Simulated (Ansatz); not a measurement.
Cost and result for the atomization energy of CH8InNSi (`C[N]([SiH3])[InH2]`) (12 atoms, 11 bonds).

Cartesian coordinates in Å:
```
C 1.268 0.253 -0.755
N 0.038 -0.073 -0.045
Si -0.720 1.211 0.807
In -0.700 -1.973 -0.095
H 2.045 0.628 -0.076
H 1.681 -0.623 -1.264
H 1.106 1.024 -1.520
H -1.947 0.676 1.458
H -1.098 2.338 -0.098
H 0.174 1.794 1.853
H 0.301 -3.003 -1.032
H -2.147 -2.252 0.768
```

Charge 0, multiplicity 1. Correlated methods include outer-core shells of In, which these sets cover unevenly. In takes the def2 core potential. The structure was optimised at the PBE0-D4/def2-TZVP level. Program: Ansatz. All runs use 4 threads of an Arm Neoverse V1 on a shared host. Times are those of one run each, without the atoms' runs, and a repeat can differ threefold. Electronic energies, without spin–orbit coupling; frozen cores. CCSD(T)/CBS adds CCSD(T) − MP2 in def2-TZVPP to the MP2 limit, and its time is that of the two runs behind it. T1 = 0.015. With those shells the extrapolation isn't a true limit.

CCSD(T)/CBS is a level of theory with its own doubt, some kJ/mol a heavy atom from the limit and from the frozen cores, so smaller differences don't rank the functionals.

```
                           level  functions  wall time
          LDA (SPW92)/def2-TZVPP        266      1.8 s
            revPBE-D4/def2-TZVPP        266      2.9 s
              PBE0-D4/def2-TZVPP        266      4.3 s
             BHLYP-D4/def2-TZVPP        266      4.8 s
         CAM-B3LYP-D4/def2-TZVPP        266      5.5 s
             PBE-QIDH/def2-TZVPP        266      8.5 s
                CCSD(T)/def2-SVP        112        9 s
              ωB97X-V/def2-TZVPP        266       12 s
               B97M-V/def2-TZVPP        266       14 s
ωB97M-V/def2-TZVPP (with forces)        266       17 s
                  MP2/def2-QZVPP        506       31 s
              CCSD(T)/def2-TZVPP        266    5.2 min
               CCSD(T)/CBS(def2)          –    5.7 min
```

(1) What atomization energy does each give, and how far from CCSD(T)/CBS? (Best estimate.)

## Answers

(1) Computed: 
| level | atomization (kJ/mol) | difference from CCSD(T)/CBS | per bond |
| --- | --- | --- | --- |
| LDA (SPW92)/def2-TZVPP | 4115.0 | 449.0 | 40.8 |
| revPBE-D4/def2-TZVPP | 3581.3 | -84.7 | -7.7 |
| PBE0-D4/def2-TZVPP | 3618.3 | -47.7 | -4.3 |
| BHLYP-D4/def2-TZVPP | 3579.7 | -86.3 | -7.9 |
| CAM-B3LYP-D4/def2-TZVPP | 3673.7 | 7.7 | 0.7 |
| PBE-QIDH/def2-TZVPP | 3604.4 | -61.6 | -5.6 |
| CCSD(T)/def2-SVP | 3425.8 | -240.2 | -21.8 |
| ωB97X-V/def2-TZVPP | 3682.4 | 16.4 | 1.5 |
| B97M-V/def2-TZVPP | 3668.1 | 2.1 | 0.2 |
| ωB97M-V/def2-TZVPP (with forces) | 3664.2 | -1.8 | -0.2 |
| MP2/def2-QZVPP | 3615.0 | -51.0 | -4.6 |
| CCSD(T)/def2-TZVPP | 3569.1 | -96.9 | -8.8 |
| CCSD(T)/CBS(def2) | 3666.0 | 0.0 | 0.0 |

Leaving LDA and LC-ωPBE aside and taking each functional with its dispersion term where it has one, the values spread over 102.7 kJ/mol, from BHLYP-D4 to ωB97X-V. LDA lies +488.7 kJ/mol from PBE without D4, its usual overbinding. From BLYP to BHLYP (50 % exact exchange), in def2-TZVPP and without D4, the atomization energy moves by −19.1 kJ/mol: exact exchange takes away binding that semilocal exchange gives to molecules. At CCSD(T), def2-SVP lies −240.3 kJ/mol from the extrapolated value and def2-TZVPP −97.0 kJ/mol: correlation converges slowly with the basis, and small sets miss more of it in the bonded molecule than in its fragments.

Spin–orbit coupling would lower the free In atoms strongly, and the atomization energy with them, by more than many differences here.
